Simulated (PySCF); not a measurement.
Ionisation energy of Pm⁴⁵⁺ by level of theory

Pm⁴⁵⁺ [Ne] 3s2 3p4 (3P) → Pm⁴⁶⁺ [Ne] 3s2 3p3 (4S), as a difference of total energies. Computed with PySCF 2.14 in an uncontracted even-tempered set (18 s from 8.8 bohr⁻², ratio 2.5; 12 p from 11 bohr⁻², ratio 2.5; 4 d from 50 bohr⁻², ratio 2.7; 4 f from 74 bohr⁻², ratio 2.7), with the spin-free X2C one-electron Hamiltonian (Gaussian nucleus). Correlated levels: outer shells: 1s2 frozen; virtual orbitals above 40 to 60 times the deepest correlated orbital energy dropped. The calculations carry no spin-orbit coupling.

```
                method  ionisation energy (eV)
                   UHF                  3750.3
                   LDA                  3753.0
                   PBE                  3754.0
                  PBE0                  3753.6
                r2SCAN                  3753.3
                PBEsol                  3753.0
               r2SCAN0                  3753.0
    MP2 (outer shells)                  3751.4
SCS-MP2 (outer shells)                  3751.4
```

Spin-orbit coupling is strong in these open shells (close to jj coupling). The scalar numbers leave it out and a first-order estimate fails, so it can dominate the gap to the real levels.

The ground level that NIST lists for one species does not belong to the high-spin term computed here, so part of any gap is the choice of state.

Breit and QED terms and the two-electron picture change are absent.

For comparison: 3718 ± 4 eV (theoretical estimate listed by NIST; NIST Atomic Spectra Database, ionization energies).
